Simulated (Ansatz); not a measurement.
Coupled-cluster diagnostics for Sn₂S₄, Ansatz.

Geometry of the singlet (PBE-D4/def2-SVP):

```xyz
6

Sn    1.268   -0.243   -1.678
Sn   -0.734    1.919    1.278
S     0.219   -1.711    0.397
S    -0.992   -1.463   -1.304
S    -0.471   -0.505    1.982
S     0.710    2.003   -0.674
```

In the def2 sets Sn takes a core potential; there is no spin–orbit coupling. Correlated methods freeze 28 core orbitals; core or outer-core shells of Sn are correlated, in sets that lack core-valence functions. Another isomer (singlet) lies 0.07 eV lower at PBE0-D4/def2-TZVP; other spin states weren't run for this one.

Q: Estimate the CCSD(T) correlation energy, the shares of MP2 and (T), T1 and the reference's ⟨S²⟩ for: charge 0, singlet, own geometry in def2-SVP; and the rough time on 4 threads of Arm Neoverse V1 on a shared host.

A: 
```json
{"state": "charge 0, singlet, own geometry", "basis": "def2-SVP", "correlation (eV)": "-20.988", "MP2 share (%)": "88.2", "(T) share (%)": "4.6", "T1": "0.020", "⟨S²⟩ (pure)": "0.00 (0.00)", "wall time": "18 s"}
```
Customary marks for T1 are 0.02 (closed shells), 0.045 (open shells) and about 0.05 (3d metals). T1 stays under 0.02 throughout.
